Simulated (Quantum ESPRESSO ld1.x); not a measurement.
Values are calculated unless marked as measured or tabulated.
One sound ld1.x (Quantum ESPRESSO 7.5) input for the caesium ion Cs2+ gives E = -7779.839 hartree in 24 iterations:

```
 &input
    zed=55.0,
    iswitch=1,
    rel=1,
    lsd=1,
    dft='SLA-VWN',
    config='[Kr] 4d10 5s2 5p5',
    verbosity='high',
    prefix='ld1',
    max_out_wfc=37,
    file_charge='ld1.rho',
 /
```

Changed or added lines, one case at a time, and what came of them:

- noscf=.true.: refused. The program stops in ld1_readin with "hydrogenic levels available only with lsd=0": noscf gives hydrogenic levels and needs lsd = 0.
- xmin=-3.0: silently wrong. The mesh starts too far from the nucleus; the run ends without a warning, but the energy is off by +19.74 hartree against the default mesh.
- config='[Kr] 4d10 5s2 5p5 1s1': refused. The program stops in occ_spin with "wrong occupations": the bracketed core already holds 1s.
- dft='R2SCAN': refused. The program stops in set_dft_from_name with "libxc needed for this functional": this build has no Libxc.
- config='[Kr] 4d10 5s2 5p5 6d-1': harmless. A negative occupation marks a state as unused; the result equals that of the sound run.
- dft='HF': refused. The program stops in ld1_setup with "HF not implemented yet": ld1.x has no Hartree-Fock; KLI and OEP are its exact-exchange options.
- dft='PW91': silently wrong. The run ends normally, but in this build (ld1.x 7.5) Etot and Exc of a spin-polarised run lack the gradient corrections of exchange and correlation and come out near their LSDA values (nitrogen, PBE: -54.132 hartree against -54.536 from two other codes). The eigenvalues and orbitals are those of the GGA; the energies must not be used.
